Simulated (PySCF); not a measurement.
Diagnose this run.

A geometry optimisation on CH8OSi2Te, SMILES `C[Si@H](O)[Te][SiH3]`. Level of theory: PySCF, PBE0-D3(BJ)/def2-SVP geometry optimisation, gas phase, def2 core potentials past Kr.

Driver input (Å, GFN2-xTB start):

```
{"job": {"xc": "PBE0", "basis": "def2-SVP", "d3": "d3bj", "grid": 1, "maxiter": 30, "shake": 0.01, "kind": "geom"}, "charge": 0, "multiplicity": 1}
C     -1.3579    -0.7611    -0.3034
Si    -0.7648     0.3729     1.0972
O     -1.9246     1.4156     1.5945
Te     1.2745     1.7014     0.3734
Si     2.3394    -0.1356    -0.9062
H     -0.6649    -1.5170    -0.5207
H     -1.5260    -0.1830    -1.2293
H     -2.3034    -1.2034    -0.0481
H     -0.5653    -0.3772     2.3451
H     -2.2411     2.1080     1.0503
H      2.3810    -1.3760    -0.1237
H      1.6931    -0.4075    -2.1650
H      3.6658     0.3459    -1.1743
```

Output:

```
step   0  E = -964.59968671  max force = 0.043774
step   1  E = -964.60748663  max force = 0.006675
step   2  E = -964.60785811  max force = 0.001539
step   3  E = -964.60794645  max force = 0.000879
step   4  E = -964.60800888  max force = 0.001346
step   5  E = -964.60804819  max force = 0.001507
step   6  E = -964.60806112  max force = 0.001707
step   7  E = -964.60809530  max force = 0.001031
step   8  E = -964.60812765  max force = 0.001127
step   9  E = -964.60815316  max force = 0.001130
step  10  E = -964.60817390  max force = 0.001236
step  11  E = -964.60820952  max force = 0.000788
step  12  E = -964.60828943  max force = 0.001167
step  13  E = -964.60836385  max force = 0.001685
step  14  E = -964.60810982  max force = 0.003232
step  15  E = -964.60832554  max force = 0.002510
step  16  E = -964.60841243  max force = 0.001863
step  17  E = -964.60860665  max force = 0.002261
step  18  E = -964.60873158  max force = 0.002662
step  19  E = -964.60876150  max force = 0.000818
step  20  E = -964.60885007  max force = 0.000490
step  21  E = -964.60890015  max force = 0.000717
step  22  E = -964.60893432  max force = 0.001006
step  23  E = -964.60893010  max force = 0.001181
step  24  E = -964.60896375  max force = 0.000562
step  25  E = -964.60898847  max force = 0.000479
step  26  E = -964.60905401  max force = 0.002048
step  27  E = -964.60914123  max force = 0.004087
step  28  E = -964.60916694  max force = 0.007888
step  29  E = -964.60976598  max force = 0.005440
step  30  E = -964.61028458  max force = 0.001748
optimisation not converged
```

Energies are in Eh and forces in Eh/bohr.

Can the results be trusted, and what went wrong?

Not as they stand: step limit reached while the energy was still falling. After 31 gradient evaluations the largest force component was 0.00175 Eh/bohr against a threshold of 0.00045, and over the last 5 steps the energy changed by -0.813 kcal/mol in all, within a range of 0.813 kcal/mol, the last step by -0.325 kcal/mol. The energy rose in 2 of the 30 steps.

How can it be mended?

Restart from the last geometry with more steps, and check at the end whether the bonding still matches the drawn structure.
